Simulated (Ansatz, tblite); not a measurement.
Two members of one family (PtnHm), computed with Ansatz in the gas phase; def2 core potentials for Pt, no spin–orbit coupling. The two geometries come from different levels. HOMO and LUMO are taken over both spins. Binding counts from free atoms in the multiplicity of their measured ground term, without zero-point energy. Singlets are spin-restricted. The structures are stationary points that may keep the symmetry of their start.

First: Pt3H4 (singlet, charge 0, PBE0-D4/def2-TZVP geometry).

```
atom   x (Å)   y (Å)   z (Å)
 Pt1  -0.063  -0.396   1.118
 Pt2   0.112   1.343  -0.863
 Pt3  -1.303  -0.629  -1.253
  H4  -0.301  -1.575  -0.543
  H5   1.364  -0.882   1.256
  H6  -0.262   2.034  -2.199
  H7   0.453   0.106   2.484
```

```
            level  HOMO (eV)  LUMO (eV)  gap (eV)  binding per atom (eV)
  PBE-D4/def2-SVP      -5.42      -4.71      0.72                   2.70
 PBE-D4/def2-TZVP      -5.40      -4.72      0.68                   2.76
 PBE0-D4/def2-SVP      -6.67      -3.77      2.90                   2.50
PBE0-D4/def2-TZVP      -6.63      -3.77      2.86                   2.56
```

The relaxed triplet lies at 0.18 eV (r2SCANh-D4/def2-TZVP) to 0.51 eV (ωB97M-V/def2-TZVP) from the singlet. The relaxed quintet lies at 1.23 eV (r2SCANh-D4/def2-TZVP) to 1.70 eV (ωB97M-V/def2-TZVP) from the singlet.

Second: Pt4H7 (doublet, charge 0, r2SCAN-D4/def2-SVP geometry).

```xyz
11

Pt   -1.221   -1.225    0.069
Pt   -0.274    1.289    0.421
Pt    0.778   -0.506   -1.513
Pt    1.355   -0.649    1.020
H     0.102    0.626   -2.303
H     2.811   -0.151    0.902
H    -0.721    1.995    1.713
H    -2.563   -1.301    0.846
H     0.302   -0.859   -2.958
H    -1.073   -1.848    1.458
H     0.504    2.630    0.345
```

Q: Estimate the same table for the second.

A: 
```
            level  HOMO (eV)  LUMO (eV)  gap (eV)  binding per atom (eV)
  PBE-D4/def2-SVP      -5.56      -4.72      0.84                   2.84
 PBE-D4/def2-TZVP      -5.55      -4.69      0.86                   2.91
 PBE0-D4/def2-SVP      -6.61      -3.72      2.90                   2.65
PBE0-D4/def2-TZVP      -6.60      -3.65      2.94                   2.72
```
